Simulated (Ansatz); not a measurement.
**Energy profile**

The step: CH₅N ([CH3][NH2]) + AlH₃ → CH₆AlN ([CH3][NH][AlH2]) + H₂; bonds formed: H2–H5; dative contacts that become bonds: Al1–N6; bonds broken: Al1–H2, H5–N6 (atoms numbered as in the saddle structure below).

```json
{"atom": "Al1", "x (Å)": "-0.0583", "y (Å)": "-1.1903", "z (Å)": "0.9541"}
{"atom": "H2", "x (Å)": "1.6903", "y (Å)": "-1.0094", "z (Å)": "0.4509"}
{"atom": "H3", "x (Å)": "-0.7051", "y (Å)": "-2.2701", "z (Å)": "-0.0094"}
{"atom": "H4", "x (Å)": "-0.0508", "y (Å)": "-1.2640", "z (Å)": "2.5373"}
{"atom": "H5", "x (Å)": "1.2325", "y (Å)": "-0.1511", "z (Å)": "0.2952"}
{"atom": "N6", "x (Å)": "-0.0051", "y (Å)": "0.5745", "z (Å)": "0.2706"}
{"atom": "C7", "x (Å)": "-0.4285", "y (Å)": "0.9277", "z (Å)": "-1.0723"}
{"atom": "H8", "x (Å)": "-0.0614", "y (Å)": "1.3533", "z (Å)": "0.9123"}
{"atom": "H9", "x (Å)": "0.0765", "y (Å)": "1.8274", "z (Å)": "-1.4363"}
{"atom": "H10", "x (Å)": "-1.5100", "y (Å)": "1.0899", "z (Å)": "-1.1448"}
{"atom": "H11", "x (Å)": "-0.1802", "y (Å)": "0.1123", "z (Å)": "-1.7576"}
```

Electronic energies by CCSD(T) at an estimated basis limit (MP2 extrapolated from triple and quadruple zeta, plus CCSD(T) − MP2 in triple zeta), on PBE0-D4/def2-TZVP structures; CH8AlN, singlet; no counterpoise correction. Program: Ansatz 0.2.0. Basis: def2-TZVPP and def2-QZVPP. Cores are frozen in the correlated methods. Extrapolation: Hartree–Fock as exp(−7.88 √X), correlation as X^−2.97.

Question: Give the profile in kcal/mol, counted from the separated reactants. (An estimate is asked for; the value comes from the calculation.)

Answer: By the calculation:
```csv
point,kcal/mol
"separated: AlH3 (Al1, H2, H3, H4; singlet) + CH5N (linked as [CH3][NH2]; H5, N6, C7, H8, H9, H10, H11; singlet)",0.00
start structure,-33.36
saddle,0.80
end structure,-20.70
"separated: CH6AlN (linked as [CH3][NH][AlH2]; Al1, H3, H4, N6, C7, H8, H9, H10, H11; singlet) + H2 (H2, H5; singlet)",-20.05
```

T1 diagnostic: at most 0.012.

The step is the kind of exchange with an N–H group that builds nitride films in atomic layer and chemical vapour deposition.

For scale, one of the runs: CCSD(T)/def2-TZVPP, 216 basis functions, launched by `ansatz run in.yaml --threads 2 --pin off --events-out ev --progress --plain --max-ram 4352MiB`. Hardware: 2 CPU threads of an Intel Xeon 6975P-C, shared host. Wall time 26 s; peak host memory 3.3 GiB.
